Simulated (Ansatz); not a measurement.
Species: C$_{3}$H$_{11}$ClSi$_{2}$, net charge 0, singlet state. SMILES: C[SiH2][Si](C)(C)Cl
Coordinates optimised at B3LYP-D3(BJ)/def2-TZVP (Ansatz, a quantum-chemistry and plane-wave program):
```xyz
17

C      2.7038    -0.7468     0.1820
Si     1.1829    -1.0681    -0.8771
Si    -0.7062    -0.0537     0.0679
C     -1.0934    -0.7326     1.7693
C     -2.2128    -0.1228    -1.0384
Cl    -0.1957     1.9685     0.3137
H      2.5816    -1.1784     1.1771
H      3.5977    -1.1813    -0.2682
H      2.8634     0.3264     0.2970
H      0.9419    -2.5321    -1.0004
H      1.3823    -0.5342    -2.2493
H     -1.9286    -0.1920     2.2193
H     -0.2336    -0.6437     2.4347
H     -1.3652    -1.7891     1.7015
H     -3.0485     0.4153    -0.5864
H     -2.0056     0.3225    -2.0122
H     -2.5180    -1.1605    -1.1955
```
Charge 0, spin multiplicity 1.

Wanted: vertical ionisation energy (to the doublet state of charge +1; each state is the SCF solution reached for its spin), in eV. Valence correlation only, unless marked. UHF or UKS for open shells. No spin-orbit coupling. No relativistic terms. 

```tsv
level	program	vertical ionisation energy (eV)
HF/aug-cc-pV(D+d)Z	Ansatz	8.97
HF/aug-cc-pV(T+d)Z	Ansatz	8.93
SVWN5/def2-TZVPD	Ansatz	9.06
B3LYP/def2-TZVPD	Ansatz	9.26
wB97X-V/def2-TZVPD	Ansatz	9.51
B2PLYP/def2-TZVPD	Ansatz	9.35
MP2/aug-cc-pV(D+d)Z	Ansatz	9.48
SCS-MP2/aug-cc-pV(D+d)Z	Ansatz	9.49
CCSD/aug-cc-pV(D+d)Z	Ansatz	9.48
```
